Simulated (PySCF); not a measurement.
**Dipole response of B⁺ (boron, charge +1)**

[He] 2s2, closed-shell 1S. Calculation: PySCF 2.14, in aug-cc-pVQZ with one added diffuse shell each of s, p, d, f, g type (7s6p5d4f3g, 105 functions); the non-relativistic Hamiltonian (point nucleus). Coupled (time-dependent) response in atomic units; α is the mean over directions.

| method | mean α (bohr³) | C₆ (like pair) | S(−4) |
| --- | --- | --- | --- |
| UHF | 11.37 | 31.67 | 114.6 |
| PBE | 10.65 | 28.88 | 99.92 |
| PBE0 | 10.78 | 29.36 | 102.4 |
| BP86 | 10.75 | 29.30 | 101.4 |
| LC-wPBE | 10.79 | 29.41 | 102.8 |

S(−4) is the Cauchy moment in α(ω) = α(0) + S(−4) ω² + …

α(iu) at BP86:

| u (hartree) | α(iu) (bohr³) |
| --- | --- |
| 0 | 10.75 |
| 0.0500 | 10.50 |
| 0.100 | 9.824 |
| 0.200 | 7.841 |
| 0.300 | 5.915 |
| 0.500 | 3.405 |
| 0.750 | 1.939 |
| 1.00 | 1.248 |
| 1.50 | 0.6477 |
| 2.00 | 0.4011 |
| 3.00 | 0.2032 |
| 5.00 | 0.08709 |

A single London oscillator, α(iu) = α/(1 + u²/ω²), gives C₆ = (3/4) ω α². Matching the computed C₆ needs ω = 4 × 29.30 / (3 × 10.75²) = 0.338 hartree.

For an ion, C₆ is the dispersion term alone; charge-induced terms of lower order in 1/R come first.
